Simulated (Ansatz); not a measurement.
Reaction (formal exchange of groups at the Si–Ga bond): `O[SiH2][GaH][Br]` + `C[SiH2]Cl` → `C[SiH](Cl)[SiH2]O` + `[GaH2][Br]`

Gas-phase electronic energies from Ansatz, PBE0-D4/def2-TZVP geometries. CCSD(T)/CBS is the MP2 limit (def2-TZVPP, def2-QZVPP) plus CCSD(T) − MP2 in def2-TZVPP, frozen cores. Functionals use def2-TZVPP. For Br, Ga outer-core shells are correlated without core-valence functions, which leaves a few kJ/mol of doubt a bond. Scalar relativity is left out up to krypton. One conformer a species, not always the lowest.

Problem. Is it downhill or uphill in electronic energy at CCSD(T)/CBS, and by how much? (Best estimate.)

Solution. Computed: Uphill: ΔE = +22.5 kJ/mol.

Problem. What do these levels give: PBE-D4, PBE, r2SCAN, HF/def2-TZVPP, MP2/def2-TZVPP, CCSD/def2-TZVPP? (An estimate is asked.)

Solution. Computed: PBE-D4 16.6, PBE 19.8, r2SCAN 19.1, HF/def2-TZVPP 26.6, MP2/def2-TZVPP 23.1, CCSD/def2-TZVPP 23.7 kJ/mol.

Largest T1 diagnostic among the species: 0.011.

In def2-TZVPP, CCSD(T) changes the Hartree–Fock value by −4.3 kJ/mol (the triples alone add −1.4 kJ/mol) and MP2 by −3.6 kJ/mol. The D4 term adds −4.9 kJ/mol with B3LYP and −2.9 kJ/mol with PBE0; it sums over pairs of atoms, weighted by their polarisabilities, and B3LYP, whose exchange is more repulsive, gets the larger term.

B3LYP here is the variant with VWN-RPA as its local correlation; programs differ in this.
